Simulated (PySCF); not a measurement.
**Computed properties of CH6ClNSi, SMILES C[SiH](N)Cl**

CH₆ClNSi, SMILES C[SiH](N)Cl. Coordinates come from a B3LYP-D3(BJ)/def2-SVP optimisation. The values are those of a single conformer. All values are computed for the isolated molecule unless a solvent is named; none is compared with measurement here.

**Structure.** All 24 harmonic modes at B3LYP-D3(BJ)/def2-SVP (PySCF) are real, so it is a minimum. With heavy atoms numbered as in [SiH:1]([CH3:2])([NH2:3])[Cl:4], the shortest bond between them is Si1–N3 at 1.723 Å and the longest Si1–Cl4 at 2.108 Å.

**Vibrations.** The strongest infrared lines (harmonic, unscaled, degenerate partners summed) lie at 504 cm⁻¹ (195 km/mol, Si 38 %, Cl 32 %, H 19 %), 928 cm⁻¹ (186 km/mol, H 64 %, Si 22 %, N 12 %), 880 cm⁻¹ (185 km/mol, H 70 %, Si 16 %). The softest mode is at 153 cm⁻¹ and the zero-point energy is 46.0 kcal/mol.

**Electronic structure.** r2SCAN/def2-TZVP (PySCF) places the frontier levels at -6.71 and 0.50 eV, a gap of 7.21 eV, and gives a dipole moment of 2.01 D and a mean polarisability of 56.8 bohr³. PBE/def2-TZVP (PySCF) at the same geometry gives -6.39 and -0.12 eV, so its gap is 0.94 eV narrower. An orbital gap is neither the optical nor the fundamental gap.

**Excitations.** TDA-PBE0/def2-SVPD (PySCF) has S1 at 6.94 eV (179 nm, f = 0.050, bright); the most intense of the 10 singlets computed lies at 8.28 eV (f = 0.09). T1 (TDA) is at 6.52 eV, 0.42 eV under S1. TDA-PBE/def2-SVPD (PySCF) puts S1 at 6.28 eV. No vertical singlet excitation falls in the visible range (under 3.1 eV).

**NMR.** GIAO shifts at HF/pcSseg-1 (PySCF) (non-relativistic, atoms alike by connectivity averaged): ¹³C at 3.9 ppm against TMS; ¹H from 0.8 to 4.9 ppm against TMS; ²⁹Si at -2.4 ppm against TMS. Without spin–orbit terms, shifts of atoms bonded to Cl or Br come out too high.

**Solvation.** SMD-PBE0/6-31G* (PySCF) gives -2.8 kcal/mol in water, -5.1 kcal/mol in ethylethanoate, -3.0 kcal/mol in n-hexane (1 M in both phases, gas-phase geometry); of these solvents ethylethanoate holds the molecule best.
